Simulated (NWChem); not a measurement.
System: C₄H₃FS; SMILES Fc1ccsc1

Input file for NWChem:

```
start job
memory heap 200 mb stack 900 mb global 1100 mb
geometry units angstroms
  F     -1.476883    -1.727151     0.424282
  C     -0.572549    -0.765322     0.184668
  C      0.819138    -1.015402     0.180591
  C      1.517769     0.115785    -0.086311
  S      0.494152     1.475152    -0.331075
  C     -0.910421     0.524617    -0.073443
  H      1.249770    -1.981290     0.366602
  H      2.579702     0.237888    -0.155350
  H     -1.887855     0.958089    -0.124946
end
basis spherical
  * library def2-svp
end
dft
  xc pbe0
  iterations 150
end
driver
  maxiter 120
end
task dft optimize
task dft freq
```

NWChem printed, in part:

```
             Northwest Computational Chemistry Package (NWChem) 7.3.0
             --------------------------------------------------------

 CS  symmetry detected

                             Geometry "geometry" -> ""
                             -------------------------

 Output coordinates in angstroms (scale by  1.889725989 to convert to a.u.)

  No.       Tag          Charge          X              Y              Z
 ---- ---------------- ---------- -------------- -------------- --------------
    1 F                    9.0000    -0.26090647    -2.32463579     0.00000000
    2 C                    6.0000    -0.06016193    -0.99796646     0.00000000
    3 C                    6.0000     1.23276359    -0.42552175     0.00000000
    4 C                    6.0000     1.16711092     0.92895073     0.00000000
    5 S                   16.0000    -0.45233756     1.50598320     0.00000000
    6 C                    6.0000    -1.07312424    -0.09318541     0.00000000
    7 H                    1.0000     2.13813309    -1.00283423     0.00000000
    8 H                    1.0000     1.97572234     1.63146392     0.00000000
    9 H                    1.0000    -2.12782624    -0.27630139     0.00000000

 Effective nuclear repulsion energy (a.u.)     271.4931177959

      Symmetry information
      --------------------

 Group name             Cs
 Group number              2
 Group order               2
 No. of unique centers     9

                                Z-matrix (autoz)
                                --------

 Units are Angstrom for bonds and degrees for angles

      Type          Name      I     J     K     L     M      Value
      ----------- --------  ----- ----- ----- ----- ----- ----------
    1 Stretch                  1     2                       1.34177
    2 Stretch                  2     3                       1.41398
    3 Stretch                  2     6                       1.35821
    4 Stretch                  3     4                       1.35606
    5 Stretch                  3     7                       1.07377
    6 Stretch                  4     5                       1.71918
    7 Stretch                  4     8                       1.07116
    8 Stretch                  5     6                       1.71543
    9 Stretch                  6     9                       1.07048
   10 Bend                     1     2     3               122.48586
   11 Bend                     1     2     6               123.16691
   12 Bend                     2     3     4               111.10643
   13 Bend                     2     3     7               123.59478
   14 Bend                     2     6     5               110.55544
   15 Bend                     2     6     9               128.37924
   16 Bend                     3     2     6               114.34723
   17 Bend                     3     4     5               112.38672
   18 Bend                     3     4     8               128.20876
   19 Bend                     4     3     7               125.29880
   20 Bend                     4     5     6                91.60418
   21 Bend                     5     4     8               119.40452
   22 Bend                     5     6     9               121.06532
   23 Torsion                  1     2     3     4         180.00000
   24 Torsion                  1     2     3     7           0.00000
   25 Torsion                  1     2     6     5         180.00000
   26 Torsion                  1     2     6     9           0.00000
   27 Torsion                  2     3     4     5           0.00000
   28 Torsion                  2     3     4     8         180.00000
   29 Torsion                  2     6     5     4           0.00000
   30 Torsion                  3     2     6     5          -0.00000
   31 Torsion                  3     2     6     9         180.00000
   32 Torsion                  3     4     5     6           0.00000
   33 Torsion                  4     3     2     6           0.00000
   34 Torsion                  4     5     6     9         180.00000
   35 Torsion                  5     4     3     7         180.00000
   36 Torsion                  6     2     3     7         180.00000
   37 Torsion                  6     5     4     8         180.00000
   38 Torsion                  7     3     4     8           0.00000

                           NWChem Geometry Optimization
                           ----------------------------

 maximum gradient threshold         (gmax) =   0.000450
 rms gradient threshold             (grms) =   0.000300
 maximum cartesian step threshold   (xmax) =   0.001800
 rms cartesian step threshold       (xrms) =   0.001200
 fixed trust radius                (trust) =   0.300000
 source of zmatrix                         =   autoz

          -------------------
          Energy Minimization
          -------------------

 Using diagonal initial Hessian
 Scaling for Hessian diagonals: bonds = 1.00  angles = 0.25  torsions = 0.10

          --------
          Step   0

                                 NWChem DFT Module
                                 -----------------

 Summary of "ao basis" -> "ao basis" (spherical)
 ------------------------------------------------------------------------------
       Tag                 Description            Shells   Functions and Types
 ---------------- ------------------------------  ------  ---------------------
 F                          def2-svp                 6       14   3s2p1d
 C                          def2-svp                 6       14   3s2p1d
 S                          def2-svp                 8       18   4s3p1d
 H                          def2-svp                 3        5   2s1p

      Symmetry analysis of basis
      --------------------------

        a'         75
        a"         28

[...]

      ----------------------
      Optimization converged
      ----------------------

  Step       Energy      Delta E   Gmax     Grms     Xrms     Xmax
  ---- ---------------- -------- -------- -------- -------- --------
@    5    -651.51281419 -6.1D-08  0.00006  0.00002  0.00011  0.00030
                                     ok       ok       ok       ok

                                Z-matrix (autoz)
                                --------

 Units are Angstrom for bonds and degrees for angles

[...]

 Rotational Constants
 --------------------
 A=   0.241114 cm-1  (  0.346902 K)
 B=   0.082999 cm-1  (  0.119414 K)
 C=   0.061744 cm-1  (  0.088834 K)

 Temperature                      =   298.15K
 frequency scaling parameter      =   1.0000

 Zero-Point correction to Energy  =   37.273 kcal/mol  (  0.059398 au)
 Thermal correction to Energy     =   40.261 kcal/mol  (  0.064161 au)
 Thermal correction to Enthalpy   =   40.854 kcal/mol  (  0.065104 au)

 Total Entropy                    =   72.150 cal/mol-K
   - Translational                =   39.759 cal/mol-K (mol. weight = 101.9939)
   - Rotational                   =   26.659 cal/mol-K (symmetry #  =        1)
   - Vibrational                  =    5.732 cal/mol-K

 Cv (constant volume heat capacity) =   17.808 cal/mol-K
   - Translational                  =    2.979 cal/mol-K
   - Rotational                     =    2.979 cal/mol-K
   - Vibrational                    =   11.849 cal/mol-K

[normal modes left out]

 ----------------------------------------------------------------------------
 Normal Eigenvalue ||           Projected Infra Red Intensities
  Mode   [cm**-1]  || [atomic units] [(debye/angs)**2] [(KM/mol)] [arbitrary]
 ------ ---------- || -------------- ----------------- ---------- -----------
    1       -0.000 ||    0.000000           0.000         0.000       0.000
    2       -0.000 ||    0.000023           0.001         0.022       0.014
    3       -0.000 ||    0.000182           0.004         0.178       0.114
    4        0.000 ||    0.000169           0.004         0.165       0.106
    5        0.000 ||    0.000185           0.004         0.181       0.115
    6        0.000 ||    0.000006           0.000         0.006       0.004
    7      282.684 ||    0.000055           0.001         0.054       0.034
    8      407.493 ||    0.001256           0.029         1.224       0.782
    9      473.929 ||    0.000196           0.005         0.191       0.122
   10      553.030 ||    0.004768           0.110         4.648       2.969
   11      632.359 ||    0.014770           0.341        14.399       9.197
   12      674.061 ||    0.004655           0.107         4.538       2.899
   13      674.521 ||    0.006571           0.152         6.406       4.092
   14      790.476 ||    0.097339           2.246        94.891      60.612
   15      860.318 ||    0.007630           0.176         7.438       4.751
   16      892.664 ||    0.000355           0.008         0.346       0.221
   17      895.378 ||    0.012502           0.288        12.188       7.785
   18      982.728 ||    0.026144           0.603        25.487      16.280
   19     1071.723 ||    0.008522           0.197         8.308       5.307
   20     1179.080 ||    0.013567           0.313        13.225       8.448
   21     1256.202 ||    0.020513           0.473        19.997      12.773
   22     1476.519 ||    0.082130           1.895        80.064      51.141
   23     1501.853 ||    0.000336           0.008         0.327       0.209
   24     1647.550 ||    0.118856           2.742       115.867      74.010
   25     3256.394 ||    0.000240           0.006         0.234       0.149
   26     3282.061 ||    0.003676           0.085         3.584       2.289
   27     3294.137 ||    0.008955           0.207         8.730       5.576
 ----------------------------------------------------------------------------
```

Level: PBE0/def2-SVP.
